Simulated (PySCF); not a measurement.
C₂H₇O, SMILES C[OH+]C, charge +1.

Geometry optimised at B3LYP-D3(BJ)/def2-TZVP. The isomer is the one that the SMILES or the coordinates give; other isomers of the formula were not compared.

Method: B3LYP-D3(BJ)/def2-TZVP (PySCF).

No scaling factor is applied to the harmonic values.

| mode | ν (cm⁻¹) | IR (km/mol) | moving atoms (share of kinetic energy) |
|---|---|---|---|
| 1 | 148 | 0.1 | H 98 % |
| 2 | 203 | 0.9 | H 78 %, O 15 % |
| 3 | 337 | 7.1 | C 40 %, H 35 %, O 24 % |
| 4 | 652 | 148.8 | H 74 %, O 15 %, C 11 % |
| 5 | 798 | 5.4 | C 50 %, H 29 %, O 21 % |
| 6 | 908 | 125.6 | C 48 %, O 44 %, H 8 % |
| 7 | 1090 | 8.8 | H 90 %, C 10 % |
| 8 | 1145 | 2.9 | H 83 %, C 16 % |
| 9 | 1199 | 5.2 | H 75 %, C 16 %, O 9 % |
| 10 | 1266 | 0.4 | H 67 %, C 21 %, O 12 % |
| 11 | 1428 | 37.0 | H 81 %, C 10 %, O 9 % |
| 12 | 1461 | 0.0 | H 90 % |
| 13 | 1475 | 1.4 | H 96 % |
| 14 | 1482 | 14.8 | H 92 % |
| 15 | 1484 | 31.1 | H 97 % |
| 16 | 1487 | 31.3 | H 94 % |
| 17 | 1496 | 17.6 | H 95 % |
| 18 | 3083 | 0.1 | H 98 % |
| 19 | 3083 | 1.6 | H 98 % |
| 20 | 3194 | 0.5 | H 90 %, C 10 % |
| 21 | 3194 | 1.4 | H 90 %, C 10 % |
| 22 | 3207 | 0.8 | H 90 %, C 10 % |
| 23 | 3208 | 3.1 | H 90 %, C 10 % |
| 24 | 3685 | 210.4 | H 94 % |
